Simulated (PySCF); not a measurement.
H₃O₄Ta, SMILES [O]=[Ta]([OH])([OH])[OH], multiplicity 1.

The structure is a stationary point at PBE-D3(BJ)/def2-SVP. The spin state was assumed, not searched. The def2 effective core potentials stand for the cores of Ta; spin–orbit coupling is left out. One conformer was computed; it need not be the lowest.

Level of theory: PBE-D3(BJ)/def2-SVP in PySCF.

Frequencies are harmonic and unscaled.

Modes within 1.5 cm⁻¹ of each other (mostly degenerate sets) share a row, with their intensities summed.

```json
[
 {"mode": "1–2", "ν (cm⁻¹)": "173", "IR (km/mol)": "1.6", "moving atoms (share of kinetic energy)": "O 61 %, H 28 %, Ta 11 %"},
 {"mode": "3", "ν (cm⁻¹)": "180", "IR (km/mol)": "1.6", "moving atoms (share of kinetic energy)": "O 71 %, Ta 15 %, H 14 %"},
 {"mode": "4–5", "ν (cm⁻¹)": "200", "IR (km/mol)": "1.5", "moving atoms (share of kinetic energy)": "O 85 %, H 15 %"},
 {"mode": "6", "ν (cm⁻¹)": "308", "IR (km/mol)": "0.0", "moving atoms (share of kinetic energy)": "H 88 %, O 12 %"},
 {"mode": "7–8", "ν (cm⁻¹)": "318", "IR (km/mol)": "456.9", "moving atoms (share of kinetic energy)": "H 74 %, O 24 %"},
 {"mode": "9–11", "ν (cm⁻¹)": "493", "IR (km/mol)": "417.7", "moving atoms (share of kinetic energy)": "H 66 %, O 34 %"},
 {"mode": "12", "ν (cm⁻¹)": "693", "IR (km/mol)": "19.8", "moving atoms (share of kinetic energy)": "O 88 %, H 9 %"},
 {"mode": "13–14", "ν (cm⁻¹)": "698", "IR (km/mol)": "206.9", "moving atoms (share of kinetic energy)": "O 71 %, H 15 %, Ta 14 %"},
 {"mode": "15", "ν (cm⁻¹)": "957", "IR (km/mol)": "110.1", "moving atoms (share of kinetic energy)": "O 92 %"},
 {"mode": "16–17", "ν (cm⁻¹)": "3790", "IR (km/mol)": "530.1", "moving atoms (share of kinetic energy)": "H 94 %"},
 {"mode": "18", "ν (cm⁻¹)": "3795", "IR (km/mol)": "24.5", "moving atoms (share of kinetic energy)": "H 94 %"}
]
```
